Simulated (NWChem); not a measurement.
System: CH3F2In; SMILES [F][In]([CH3])[F]

Results from NWChem. Coordinates come from a PBE0/def2-SVP optimisation. Not confirmed as a minimum by frequencies. def2 effective core potentials on In; no spin-orbit coupling.

Diagonal of the polarisability tensor at CAM-B3LYP/def2-SVPD, static: 42.84, 56.09, 35.33 bohr³.

### Question
Find the mean polarisability volume, the molar refraction, and the refractive index that an ideal gas of it would have at 273.15 K and 1 atm.

### Answer

1. Mean: one third of the trace = 44.75 bohr³ × 0.14818 Å³/bohr³ = 6.63 Å³.
2. Molar refraction (Lorentz-Lorenz): (4π/3) N_A α = 16.7 cm³/mol.
3. Number density p/kT = 2.687 × 10⁻⁵ Å⁻³; n − 1 = 2π N α = 11.20 × 10⁻⁴.
4. These hold the electronic response alone: vibrational and orientational terms add to the static dielectric constant.
